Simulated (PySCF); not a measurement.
# What a mistake does to a calculation on BFH3NSi

Calculated results; nothing here was measured. They come from PySCF 2.14.0, an open-source quantum chemistry program, on an isolated molecule that a program drew, which may never have been made. The molecule is BFH3NSi (charge 0, singlet), drawn as the SMILES string `FBN=[SiH2]`.

Each row is a Hartree-Fock (HF) and frozen-core CCSD(T) single point in the cc-pV(D+d)Z basis, meant for a local HF minimum. Run 1 is clean. Each other run has one planted mistake out of seven kinds, and not every kind appears here: one electron removed, one electron added, multiplicity raised by two, geometry at a saddle point, minimal basis STO-3G, one bond length entered in bohr, all coordinates scaled. The reference is restricted for singlets and unrestricted otherwise, and also for a bond in bohr. Adding or removing an electron swaps singlet and doublet. Electrons count all cores. HOMO and LUMO are orbital energies over both spins, the gradient is its largest component, and the lowest frequency (negative if imaginary) is given only where the gradient is small. Bond lengths are over the 6 bonds as drawn. T1 is the CCSD diagnostic: over 0.02 (restricted) or 0.045 (unrestricted) a single reference is doubtful.

Geometry of the clean run:
```xyz
7
BFH3NSi, angstrom
F     0.2513    0.5003   -3.6287
B    -0.7810   -0.2733   -3.2451
N    -0.6318   -1.1878   -2.2136
Si   -0.4800   -2.2149   -1.0621
H    -1.8122   -0.1221   -3.8402
H    -0.7454   -1.9057    0.3501
H    -0.0652   -3.6109   -1.2604
```

| run | electrons | basis functions | <S^2> | HOMO (eV) | LUMO (eV) | gradient (hartree/bohr) | lowest frequency (cm^-1) | mean bond (Å) | longest bond (Å) | T1 | HF (hartree) | CCSD(T) (hartree) | mistake |
|---|---|---|---|---|---|---|---|---|---|---|---|---|---|
| 1 | 38 | 80 | 0.000 | -10.84 | 1.39 | 3.3e-06 | 96 | 1.4038 | 1.550 | 0.0181 | -469.32293 | -469.89266 | no fault |
| 2 | 39 | 80 | 0.769 | -0.10 | 8.60 | 7.8e-02 | - | 1.4038 | 1.550 | 0.0166 | -469.29831 | -469.87610 | one electron added |
| 3 | 38 | 80 | 0.000 | -10.73 | 0.92 | 4.1e-05 | -127 | 1.4122 | 1.571 | 0.0174 | -469.31318 | -469.88126 | geometry at a saddle point |
| 4 | 38 | 80 | 2.029 | -6.91 | -0.55 | 1.4e-01 | - | 1.4038 | 1.550 | 0.0172 | -469.22286 | -469.75082 | multiplicity raised by two |
| 5 | 38 | 27 | 0.000 | -7.57 | 6.65 | 2.5e-02 | - | 1.4038 | 1.550 | 0.0204 | -463.51637 | -463.73354 | ? |

**Which mistake was planted in run 5, and what did it cost?**

It has 27 basis functions where the clean run has 80, with the same electrons and geometry. So the mistake is: minimal basis STO-3G. Subtracting run 1 and multiplying by 627.51 kcal/mol a hartree, the energy moved by 3643.7 kcal/mol in HF and 3864.9 kcal/mol in CCSD(T).

Cautions from the logs. Run 2: the added electron raises the CCSD(T) energy, so it isn't bound in this basis; run 5: T1 is over the limit, so its CCSD(T) energy is less reliable.
